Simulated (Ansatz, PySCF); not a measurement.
Breaking a bond: PH, triplet. Each curve is given relative to its own lowest point near equilibrium.

```tsv
R / Å	A	B	C	D
1.07	235.5	245.3	236.9	267.9
1.14	132.7	141.2	134.0	159.1
1.22	59.4	65.9	60.4	78.5
1.27	31.2	36.2	32.0	45.8
1.33	10.7	13.8	11.2	19.9
1.39	1.4	2.6	1.6	5.5
1.43	0.0	0.0	0.0	0.8
1.50	4.6	2.5	4.2	0.0
1.51	5.9	3.4	5.4	0.5
1.56	14.0	10.1	13.1	5.0
1.66	36.8	30.3	35.1	21.4
1.74	59.1	50.7	56.5	39.2
1.92	114.0	103.1	109.0	87.2
2.11	170.4	159.3	161.8	140.4
2.39	238.1	229.8	222.8	204.3
2.54	—	256.4	—	227.3
2.84	—	287.3	—	—
3.12	—	300.1	—	—
3.56	—	307.6	—	—
3.85	—	309.4	—	—
4.29	—	310.5	—	—
5.01	—	311.0	—	—
5.68	—	311.2	—	—
```

Energies in kJ/mol.

Which curve belongs to which method? The methods are CCSD on ROHF/cc-pVTZ, frozen core run with Ansatz (a program for electronic structure); CCSDT(Q)/B on ROHF/cc-pVTZ, frozen core (Ansatz); unrestricted B3LYP/LANL2DZ, with its core potentials past Ne (PySCF); unrestricted PBE/cc-pVTZ (Ansatz).

A is ROCCSD; B is UKS-PBE; C is ROCCSDT(Q); D is UKS-B3LYP/LANL2DZ.

Dashes: no converged value, or the column stops at the first point that the program doubted or that broke a chosen test of continuity, which isn't proof of a fault.

The unrestricted determinant behind UKS-PBE, UKS-B3LYP/LANL2DZ is spin-contaminated at 2.39 to 5.68 Å (<S²> up to 3.0, against 2.00 for a pure triplet). The T1 diagnostic of CCSD on the restricted reference of ROCCSD, ROCCSDT(Q) exceeds 0.045 at 2.39 to 2.54 Å.
